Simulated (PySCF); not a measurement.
Vertical excitations of a molecule CH2ClF3Si from PySCF with TDA-ωB97X/def2-SVPD, as energy in eV (oscillator strength): 7.89 (0.007), 7.92 (0.011), 8.80 (0.002), 9.09 (0.025), 9.30 (0.044), 9.37 (0.005), 9.44 (0.045), 9.61 (0.039), 9.76 (0.018), 9.81 (0.047). Lowest triplet (TDA): 7.42 eV. The structure is a stationary point at PBE0-D3(BJ)/def2-SVP. The values are those of a single conformer.

Q: Identify the compound among the candidates.
A) FC(F)[Si@H](F)Cl
B) FC(F)(F)[SiH2]Cl
C) FC[Si](F)(F)Cl

A: B, FC(F)(F)[SiH2]Cl
